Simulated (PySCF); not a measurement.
C4H7NOSi.
Cartesian coordinates in Å at the GFN2-xTB level; atoms count from 1:
```
atom  x, y, z in Å
N1    -0.4436    2.8615    1.1642
C2    -0.2314    1.7622    0.9243
C3     0.0292    0.3947    0.5942
Si4    1.7372    0.2782   -0.2979
C5    -1.1243   -0.1684   -0.2406
C6    -1.0695   -1.6623   -0.3440
O7    -0.2310   -2.3606    0.1504
H8     0.0882   -0.1696    1.5309
H9     1.6405    1.1153   -1.4968
H10    1.9959   -1.1085   -0.6578
H11    2.7318    0.8103    0.6295
H12   -1.1234    0.2482   -1.2522
H13   -2.0938    0.0922    0.2009
H14   -1.9065   -2.0938   -0.9273
```

Level of theory: TDDFT PBE0/def2-SVPD, vertical, gas phase, core orbitals frozen in the response (PySCF 2.14.0, density-fitted response routines).

Ground-to-excited transition dipoles (e·a0, same axes as the geometry; the sign carries no meaning), for the states with f of 0.002 or more among the lowest 8:

```json
{"state": "S3", "E (eV)": "7.038", "μx": "0.040", "μy": "-0.140", "μz": "0.016"}
{"state": "S5", "E (eV)": "7.475", "μx": "-0.290", "μy": "-0.057", "μz": "-0.095"}
{"state": "S6", "E (eV)": "7.530", "μx": "-0.306", "μy": "-0.231", "μz": "-0.246"}
{"state": "S7", "E (eV)": "7.610", "μx": "-0.436", "μy": "-0.068", "μz": "0.029"}
{"state": "S8", "E (eV)": "7.681", "μx": "-0.053", "μy": "0.191", "μz": "0.103"}
```

(1) Work out the oscillator strengths.

(2) Which bond between heavy atoms lies closest to the direction of the S6 transition dipole?

(3) What angle do the transition dipoles of S5 and S6 make?

(4) How is the summed strength of these states shared among x, y and z?

(5) What peak molar absorption coefficient would the strongest computed level give as a lone Gaussian band 0.4 eV wide at half height?

## Answers

(1) f = (2/3) ΔE |μ|² with ΔE in hartree (27.2114 eV).

```
state  |μ|² (au)  |μ| (D)      f
   S3      0.021     0.37  0.004
   S5      0.096     0.79  0.018
   S6      0.207     1.16  0.038
   S7      0.196     1.13  0.037
   S8      0.050     0.57  0.009
```

(2) C3–C5, at 9° from it; next C5–C6 at 59°.

(3) |cos θ| = |μa·μb| / (|μa| |μb|) = 0.89, so θ ≈ 28° (taken between 0 and 90°, since the signs are arbitrary).

(4) (2/3) Σ ΔE μα² gives 0.069 for x, 0.022 for y and 0.015 for z, 0.105 in all.

(5) ε(max) = 2.175×10⁸ f / FWHM, with the width in cm⁻¹. S6: 2.175×10⁸ × 0.0382 / 3226 ≈ 2600 L mol⁻¹ cm⁻¹.

One conformer stands for the species.
